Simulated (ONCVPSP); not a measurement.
**How hard is this Cu (Z = 29) ONCV potential?**

Cu, optimised norm-conserving Vanderbilt (ONCV), made with ONCVPSP 4.0.1 (PBE, scalar-relativistic). Core [Ne] 3s2, reference 3p6 3d10 4s1. Waves: 4s: rc 2.50 bohr, ncon 5, nbas 8, qcut 3.2 1/bohr, 2 projectors, debl 1.9 Ha; 3p: rc 0.65 bohr, ncon 4, nbas 6, qcut 11.5 1/bohr, 1 projector; 3d: rc 1.60 bohr, ncon 4, nbas 8, qcut 10.2 1/bohr, 2 projectors, debl 1.5 Ha; f scattering state at 0.17 Ha: rc 2.35 bohr, ncon 3, nbas 7, qcut 4.1 1/bohr, 2 projectors, debl 1.3 Ha. Local part: polynomial inside 0.45 bohr (lpopt 2, dvloc0 -1 Ha). Core correction: none.

Task: For each optimised wave give the share of its norm inside rc, the residual kinetic energy above qcut (Ha) and the cutoffs (Ha) for errors of 10, 1, 0.1 and 0.01 mHa per electron.

Result:

```tsv
wave	norm inside rc	residual KE	10 mHa	1 mHa	0.1 mHa	0.01 mHa
4s	0.422	7.1e-04	2.7	4.9	18.8	25.0
s projector 2	0.162	7.9e-03	5.0	11.0	25.6	31.9
3p	0.415	5.9e-03	52.4	155.0	206.9	238.5
3d	0.843	1.1e-05	34.8	40.9	45.9	60.6
d projector 2	0.072	4.7e-06	32.3	40.0	45.8	50.7
f projector 1	0.000	1.0e-07	0.3	0.6	1.3	3.0
f projector 2	0.192	7.7e-04	4.6	8.1	12.1	32.2
```

The occupied waves need 155 Ha and 207 Ha for 1 and 0.1 mHa. Rows with under 1 % of the norm inside rc give no meaningful cutoff. Note: ghosts flagged at negative energy: s at -359.8 eV, f at -26.9 eV; no localised positive-energy state flagged. A true bound ghost makes a file unfit for plane-wave use. 1 of 4 tests not solved or not reliable.
